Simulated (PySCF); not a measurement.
Si(F)(Cl)(Br)(Et), C₂H₅BrClFSi, SMILES CC[Si](F)(Cl)Br, singlet at its CAM-B3LYP/def2-SVP optimised geometry (Å):

```
11

C     -0.5889    -0.8616     2.8069
C     -0.9050    -1.4225     1.4195
Si    -0.2141    -0.4570     0.0000
F     -0.6902    -1.1230    -1.3881
Cl    -0.8942     1.4774     0.0000
Br     1.9948    -0.4570     0.0000
H     -1.0418    -1.4806     3.5946
H      0.4956    -0.8303     2.9894
H     -0.9758     0.1617     2.9211
H     -1.9948    -1.4774     1.2555
H     -0.5263    -2.4532     1.3139
```

Calculation: CAM-B3LYP/def2-TZVP run with PySCF.

Map of the log10 of the electron density (e/bohr³), floored at −4 on the plane z = 0.8 Å:

```
|                               |
|           ...                 |
|        ..:::::..              |
|       .:------::.             |
|     ..:-===+===-:.            |
|     .:-=++***++=-:.           |
|    .:-=+*####**+=-:.          |
|    .-=+*#%%%%#*+=-:...        |
|   .:-=*#%%@@@%#*+=-::::...    |
|   .:-+*#%@@@@%#*+=------::.   |
|   .:-+*#%@@@@%#*+=======--:.  |
|   .:-=*#%%@@@%#*++++++++==-:. |
|   .:-=+*#%%%%%#*+++*****++=-:.|
|    .-=+**##%%##****#####**+=-.|
|    .:-=+**#####**###%%%%#*+=-:|
|    .:-=++*#########%@@@@%#*+-:|
|   .:-==+*##%%%%###%%@@@@%#*+=:|
|   .-=++*##%@@@%%##%%@@@@%#*+=:|
|  .:-+**#%%@@@@%%##%%@@@@%#*+=:|
|  .-=+*#%%@@@@@%####%%@@%%#*=-:|
|  :-=*#%%@@@@@@%#**###%%##*+=-:|
|  :-=*#%%@@@@@%%#*****##**+=-:.|
|  .-=+*#%%%@@@%#*+++++**++=--:.|
|  .:-++*###%%%%#*+====+===--:. |
|   .-==+**##%%%#*+=-------::.  |
|   .:--=++*##%#*+=-:::::::..   |
|    ..:--=+****+=-:......      |
|      .::-=++++==-:.           |
|       ..:--===--:.            |
|         .:::-::..             |
|           .....               |
```
Scale: ten equal steps from -4.00 (start of ' ') to -0.736 (end of '@'), in the order ' .:-=+*#%@'; x runs from -4.00 to 4.00, y from -4.00 (bottom) to 4.00 (top).
